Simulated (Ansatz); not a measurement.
Ansatz (a program for electronic structure) input for B(Cl)(Me)(SMe) (C2H6BClS), SMILES CSB(C)Cl, PBE0-D3(BJ)/def2-SVP. 

Ansatz 0.2 input:
```yaml
crystal:
  periodic: [false, false, false]
  atoms:
    - {symbol: B, position_ang: [0.18907610, 0.23208937, 0.39096797]}
    - {symbol: Cl, position_ang: [-0.03597778, -0.26874530, 2.02730831]}
    - {symbol: C, position_ang: [1.05061785, 1.51861132, 0.05974938]}
    - {symbol: H, position_ang: [1.90175564, 1.28004559, -0.57815232]}
    - {symbol: H, position_ang: [1.43960473, 1.99110566, 0.95806076]}
    - {symbol: H, position_ang: [0.46780863, 2.26743457, -0.47688365]}
    - {symbol: S, position_ang: [-0.59133056, -0.76858669, -0.86920664]}
    - {symbol: C, position_ang: [-0.13558603, 0.06797962, -2.42905730]}
    - {symbol: H, position_ang: [-0.53026680, 1.07807069, -2.43142051]}
    - {symbol: H, position_ang: [-0.58484896, -0.50892056, -3.22976566]}
    - {symbol: H, position_ang: [0.94328653, 0.07832862, -2.53776573]}
basis:
  gaussian:
    orbitals: def2-SVP
hamiltonian:
  xc: pbe0
  dispersion: d3bj
relax: {f_tol: 0.002, max_steps: 200}
```

Output:

```
WARN ansatz: RAYON_NUM_THREADS=1 ignored (pool sized by the plan → 1); use --threads N
Functional definition: PBE0
integrals: 0.06 GiB planned
1169 factors; integrals over basis functions are off by at most 3.5e-4 eV
mean field: 0.48 GiB planned
mean field evaluation 1: about -26181.4955 eV, gradient 5.0e1 eV
mean field evaluation 2: about -26179.4823 eV, gradient 5.6e1 eV
mean field evaluation 4: about -26187.6237 eV, gradient 1.7e0 eV
mean field evaluation 8: about -26187.6760 eV, gradient 9.2e-2 eV
mean field evaluation 16: about -26187.6761 eV, gradient 1.2e-5 eV
mean field -26187.67606848 eV, -962.3793448722 hartree, gradient 1.2e-5 eV, S^2 0.000000; 0 other end points of the search recorded, 0 dependent functions left out
the calculation of the forces begins
reference -26187.67609380 eV, -962.3793458027 hartree; 28, 28 occupied and 80, 80 virtual orbitals, 1169 factors
relax step   1: F+E_penalty+E_count = -26187.91967310 eV  Δ(F+E_penalty+E_count) = +0.000e0 eV  max|allowed force component| = 1.036e0 eV/Å  Δτ_max = 0.0000 Å  (27 SCF iters, accepted)
these checks for a lower state are left out or cut short: starts, cluster_reference, orbital_swaps, neighbouring_geometries, increment
integrals: 0.06 GiB planned
1169 factors; integrals over basis functions are off by at most 3.7e-4 eV
mean field: 0.48 GiB planned
mean field -26187.71554184 eV, -962.3807954915 hartree, gradient 1.0e-5 eV, S^2 0.000000; 0 other end points of the search recorded, 0 dependent functions left out
the calculation of the forces begins
reference -26187.71556723 eV, -962.3807964244 hartree; 28, 28 occupied and 80, 80 virtual orbitals, 1169 factors
relax step   2: F+E_penalty+E_count = -26187.95874468 eV  Δ(F+E_penalty+E_count) = -3.907e-2 eV  max|allowed force component| = 5.827e-1 eV/Å  Δτ_max = 0.0166 Å  (30 SCF iters, accepted)
these checks for a lower state are left out or cut short: starts, cluster_reference, orbital_swaps, neighbouring_geometries, increment
integrals: 0.06 GiB planned
1169 factors; integrals over basis functions are off by at most 3.7e-4 eV
mean field: 0.48 GiB planned
mean field -26187.72763334 eV, -962.3812398459 hartree, gradient 1.0e-5 eV, S^2 0.000000; 0 other end points of the search recorded, 0 dependent functions left out
the calculation of the forces begins
reference -26187.72765884 eV, -962.3812407832 hartree; 28, 28 occupied and 80, 80 virtual orbitals, 1169 factors
relax step   3: F+E_penalty+E_count = -26187.96971819 eV  Δ(F+E_penalty+E_count) = -1.097e-2 eV  max|allowed force component| = 7.883e-2 eV/Å  Δτ_max = 0.0285 Å  (31 SCF iters, accepted)
these checks for a lower state are left out or cut short: starts, cluster_reference, orbital_swaps, neighbouring_geometries, increment
integrals: 0.06 GiB planned
1169 factors; integrals over basis functions are off by at most 3.7e-4 eV
mean field: 0.48 GiB planned
mean field evaluation 32: about -26187.7267 eV, gradient 5.6e-1 eV
mean field -26187.72744229 eV, -962.3812328248 hartree, gradient 2.5e-5 eV, S^2 0.000000; 0 other end points of the search recorded, 0 dependent functions left out
the calculation of the forces begins
reference -26187.72746776 eV, -962.3812337610 hartree; 28, 28 occupied and 80, 80 virtual orbitals, 1169 factors
relax step   4: F+E_penalty+E_count = -26187.96992192 eV  Δ(F+E_penalty+E_count) = -2.037e-4 eV  max|allowed force component| = 5.531e-2 eV/Å  Δτ_max = 0.0109 Å  (23 SCF iters, accepted)
these checks for a lower state are left out or cut short: starts, cluster_reference, orbital_swaps, neighbouring_geometries, increment
integrals: 0.06 GiB planned
1169 factors; integrals over basis functions are off by at most 3.7e-4 eV
mean field: 0.48 GiB planned
mean field -26187.72765313 eV, -962.3812405732 hartree, gradient 2.5e-5 eV, S^2 0.000000; 0 other end points of the search recorded, 0 dependent functions left out
the calculation of the forces begins
reference -26187.72767861 eV, -962.3812415095 hartree; 28, 28 occupied and 80, 80 virtual orbitals, 1169 factors
relax step   5: F+E_penalty+E_count = -26187.97005267 eV  Δ(F+E_penalty+E_count) = -1.308e-4 eV  max|allowed force component| = 3.771e-2 eV/Å  Δτ_max = 0.0075 Å  (23 SCF iters, accepted)
these checks for a lower state are left out or cut short: starts, cluster_reference, orbital_swaps, neighbouring_geometries, increment
integrals: 0.06 GiB planned
1169 factors; integrals over basis functions are off by at most 3.7e-4 eV
mean field: 0.48 GiB planned
mean field -26187.72778884 eV, -962.3812455603 hartree, gradient 8.2e-6 eV, S^2 0.000000; 0 other end points of the search recorded, 0 dependent functions left out
the calculation of the forces begins
reference -26187.72781432 eV, -962.3812464968 hartree; 28, 28 occupied and 80, 80 virtual orbitals, 1169 factors
relax step   6: F+E_penalty+E_count = -26187.97012977 eV  Δ(F+E_penalty+E_count) = -7.710e-5 eV  max|allowed force component| = 9.802e-3 eV/Å  Δτ_max = 0.0040 Å  (24 SCF iters, accepted)
these checks for a lower state are left out or cut short: starts, cluster_reference, orbital_swaps, neighbouring_geometries, increment
integrals: 0.06 GiB planned
1169 factors; integrals over basis functions are off by at most 3.7e-4 eV
mean field: 0.48 GiB planned
mean field -26187.72777673 eV, -962.3812451155 hartree, gradient 4.8e-5 eV, S^2 0.000000; 0 other end points of the search recorded, 0 dependent functions left out
the calculation of the forces begins
reference -26187.72780222 eV, -962.3812460520 hartree; 28, 28 occupied and 80, 80 virtual orbitals, 1169 factors
relax step   7: F+E_penalty+E_count = -26187.97013500 eV  Δ(F+E_penalty+E_count) = -5.231e-6 eV  max|allowed force component| = 4.566e-4 eV/Å  Δτ_max = 0.0007 Å  (20 SCF iters, accepted)
integrals: 0.06 GiB planned
1169 factors; integrals over basis functions are off by at most 3.7e-4 eV
mean field: 0.48 GiB planned
mean field evaluation 64: about -26187.7278 eV, gradient 6.8e-3 eV
mean field -26187.72777673 eV, -962.3812451155 hartree, gradient 4.8e-5 eV, S^2 0.000000; 1 other end points of the search recorded, 0 dependent functions left out
the calculation of the forces begins
reference -26187.72780222 eV, -962.3812460520 hartree; 28, 28 occupied and 80, 80 virtual orbitals, 1169 factors
Total energy: -26187.97016048 eV, -962.3901525540 hartree
Atom 0 at     0.203478     0.254192     0.379863 Å, force    -0.000164    -0.000230    -0.000029 eV/Å
Atom 1 at    -0.049730    -0.295574     2.042781 Å, force     0.000032     0.000159    -0.000013 eV/Å
Atom 2 at     1.058026     1.530315     0.076375 Å, force     0.000164     0.000457     0.000118 eV/Å
Atom 3 at     1.911003     1.280094    -0.576867 Å, force     0.000227    -0.000078     0.000006 eV/Å
Atom 4 at     1.447009     2.000912     0.989288 Å, force    -0.000038    -0.000138    -0.000078 eV/Å
Atom 5 at     0.460164     2.277102    -0.472901 Å, force    -0.000093     0.000069     0.000094 eV/Å
Atom 6 at    -0.586220    -0.759428    -0.865101 Å, force    -0.000054    -0.000170    -0.000122 eV/Å
Atom 7 at    -0.142059     0.056199    -2.424154 Å, force     0.000012    -0.000216    -0.000197 eV/Å
Atom 8 at    -0.531471     1.082452    -2.461861 Å, force    -0.000009     0.000088     0.000125 eV/Å
Atom 9 at    -0.602316    -0.527132    -3.232172 Å, force    -0.000003     0.000013     0.000038 eV/Å
Atom 10 at     0.946255     0.068281    -2.571417 Å, force    -0.000074     0.000046     0.000060 eV/Å
Dipole moment:     0.171575     0.301174    -0.475942 e Å
```

Self-consistency was reached.

Cost: about 30 core-seconds (a rough figure).
